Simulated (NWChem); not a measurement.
Molecule: ethyl methyl carbonate (C₄H₈O₃); SMILES O(CC)C(=O)OC

```xyz
15

C     -0.4347     3.0147     0.0000
C      0.4246     1.7774     0.0000
O     -0.4394     0.6430     0.0000
C      0.1629    -0.5391     0.0000
O      1.3512    -0.7256     0.0000
O     -0.7683    -1.4876     0.0000
C     -0.2790    -2.8149     0.0000
H     -1.0794     3.0458     0.8904
H      0.1992     3.9133     0.0000
H     -1.0794     3.0458    -0.8904
H      1.0790     1.7311    -0.8855
H      1.0790     1.7311     0.8855
H     -1.1611    -3.4659     0.0000
H      0.3342    -3.0107    -0.8922
H      0.3342    -3.0107     0.8922
```
Atoms are numbered in this order, from 1.

Level: PBE0/def2-SVP (NWChem), optimised geometry, unscaled harmonic frequencies. 

```tsv
frequency (cm⁻¹)	IR intensity (km/mol)
48	0.0
108	0.4
113	7.3
167	3.2
192	0.9
271	0.2
319	14.1
377	13.7
523	2.6
740	0.3
800	17.1
819	14.6
918	5.7
1004	25.4
1090	86.2
1146	8.5
1175	4.0
1180	1.6
1194	12.6
1243	1.5
1297	1.3
1352	511.6
1391	352.3
1432	18.8
1454	8.1
1458	9.5
1471	114.9
1474	4.4
1488	82.6
1508	68.5
1890	320.5
3067	32.3
3070	11.7
3073	15.2
3127	11.6
3162	14.5
3173	16.2
3173	10.9
3204	9.2
```

```
Property                                                                           Result
-----------------------------------------------------------------------  ----------------
zero-point energy                                                           78.1 kcal/mol
thermal correction to the enthalpy at 298.15 K (with zero-point energy)     83.9 kcal/mol
heat capacity Cv                                                         26.8 cal/(mol K)
entropy at 298.15 K and 1 atm (symmetry number 1)                        89.3 cal/(mol K)
dipole moment                                                                      0.49 D
```

Rigid rotor and harmonic oscillator; modes under 100 cm⁻¹ make the entropy uncertain.
